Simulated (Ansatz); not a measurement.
`Sc1ccc(Sc2ccccc2)cc1`, relaxed as a singlet with RKS PBE-D4/def2-SVP in Ansatz, starting from the GFN2-xTB geometry. Force threshold 0.03 eV/Å.

Start:

```xyz
24

S     1.213   -3.828   -2.978
C     1.024   -2.195   -2.330
C     1.272   -1.910   -0.993
C     1.101   -0.625   -0.520
C     0.662    0.378   -1.374
S     0.437    2.032   -0.767
C    -0.350    1.678    0.791
C     0.032    2.383    1.923
C    -0.591    2.126    3.131
C    -1.589    1.168    3.211
C    -1.970    0.472    2.075
C    -1.360    0.727    0.862
C     0.430    0.099   -2.714
C     0.612   -1.183   -3.191
H     1.611   -4.390   -1.838
H     1.604   -2.687   -0.320
H     1.298   -0.403    0.518
H     0.812    3.125    1.850
H    -0.291    2.671    4.014
H    -2.074    0.968    4.154
H    -2.752   -0.271    2.130
H    -1.660    0.191   -0.027
H     0.101    0.885   -3.376
H     0.427   -1.410   -4.230
```

| step | energy (eV) | largest force component (eV/Å) | SCF passes |
| --- | --- | --- | --- |
| 1 | -34237.0834 | 0.768 | 24 |
| 2 | -34237.2943 | 0.314 | 21 |
| 3 | -34237.3161 | 0.131 | 21 |
| 4 | -34237.3201 | 0.041 | 22 |
| 5 | -34237.3225 | 0.033 | 21 |
| 6 | -34237.3247 | 0.030 | 20 |
| 7 | -34237.3255 | 0.030 | 21 |
| 8 | -34237.3263 | 0.036 | 20 |
| 9 | -34237.3268 | 0.031 | 21 |
| 10 | -34237.3273 | 0.016 | 21 |
| 11 | -34237.3277 | 0.025 | 21 |

Force components are those of the run's own axes.

End:

```xyz
24

S     1.252   -3.838   -3.337
C     1.073   -2.277   -2.513
C     1.342   -2.092   -1.138
C     1.190   -0.834   -0.547
C     0.733    0.262   -1.307
S     0.596    1.901   -0.619
C    -0.306    1.636    0.897
C    -0.047    2.521    1.965
C    -0.772    2.409    3.161
C    -1.743    1.406    3.311
C    -1.995    0.522    2.248
C    -1.293    0.639    1.041
C     0.454    0.077   -2.675
C     0.633   -1.175   -3.276
H     1.662   -4.540   -2.245
H     1.691   -2.937   -0.525
H     1.421   -0.702    0.520
H     0.732    3.291    1.856
H    -0.563    3.105    3.988
H    -2.301    1.312    4.255
H    -2.758   -0.264    2.354
H    -1.505   -0.047    0.208
H     0.089    0.926   -3.273
H     0.415   -1.300   -4.348
```

By distances, no bond broke or formed. The bond that changes most is S1–H15, from 1.33 to 1.36 Å (atoms count from 1).

The force fell under the threshold at step 6, but the optimiser went on and released 0.003 eV more. No frequencies were taken in this run, so the end may be a saddle point.

Run time 44 s (4 threads of Arm Neoverse V1 on a shared host).
